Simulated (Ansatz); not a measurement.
Basis-set extrapolation for C$_{2}$H$_{6}$BF$_{2}$N, SMILES `CB(F)C(N)F` (PBE0-D4/def2-TZVP geometry, frozen core, Ansatz). Multiplicity 1, RHF reference.

```csv
,def2-TZVPP,def2-QZVPP
HF,-357.460914,-357.476939
MP2 correlation,-1.147672,-1.240109
CCSD(T) correlation,-1.223326,not run
```

Energies in hartree. Use E(X) = E(∞) + A·exp(−7.88·√X) for Hartree–Fock and E(X) = E(∞) + B·X^(−2.97) for correlation, with X = 3 and 4, and add CCSD(T) minus MP2 of the smaller set to the MP2 limit.

Question: What is the CCSD(T) energy at the basis-set limit?

Answer: HF limit: -357.476939 + (-0.016025) × 0.13774 = -357.47915. MP2 limit: -1.240109 + (-0.092437) × 0.74074 = -1.30858. Higher-order term: -1.223326 − (-1.147672) = -0.07565. Total: -358.86338 hartree, 470.3 kJ/mol below CCSD(T)/def2-TZVPP.
